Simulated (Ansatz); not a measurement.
`O[SiH2]O[SiH2]S` and `O[SiH2]O` differ in one atom or group.

Ansatz, PBE0-D4/def2-TZVP geometries, multiplicity 1. Each molecule was computed in one conformer, which needn't be the lowest.

```
                                                                                  property  `O[SiH2]O[SiH2]S`
                                            size of the dipole moment (PBE/def2-TZVPP) / D               0.88
ideal-gas entropy at 298 K and 1 bar (rigid rotor, harmonic PBE0-D4/def2-TZVP) / J/(mol·K)                383
                                            zero-point energy (PBE0-D4/def2-TZVP) / kJ/mol              168.8
                                                         HOMO energy (PBE/def2-TZVPP) / eV              -6.77
                                                       HOMO–LUMO gap (PBE/def2-TZVPP) / eV               5.90
                                                      HOMO–LUMO gap (PBE0/def2-TZVPP) / eV               8.05
```

Q: What does the change do to each property? (Estimate.)

A: Computed: 
```
                                                                                  property  `O[SiH2]O`  shift
                                            size of the dipole moment (PBE/def2-TZVPP) / D        1.09   0.21
ideal-gas entropy at 298 K and 1 bar (rigid rotor, harmonic PBE0-D4/def2-TZVP) / J/(mol·K)         277   -106
                                            zero-point energy (PBE0-D4/def2-TZVP) / kJ/mol       120.0  -48.8
                                                         HOMO energy (PBE/def2-TZVPP) / eV       -7.37  -0.60
                                                       HOMO–LUMO gap (PBE/def2-TZVPP) / eV        7.01   1.11
                                                      HOMO–LUMO gap (PBE0/def2-TZVPP) / eV        9.39   1.34
```

With PBE0 the HOMO falls by 0.88 eV and the LUMO rises by 0.45 eV, so the gap widens by about 1.33 eV. PBE moves the HOMO by -0.60 eV and ωB97M-V by -0.98 eV. The zero-point energy changes by -48.8 kJ/mol with -12 modes. Dipoles are sizes alone; their direction can turn. Modes under 60 cm⁻¹, often nearly free rotors, make the harmonic entropy too high.
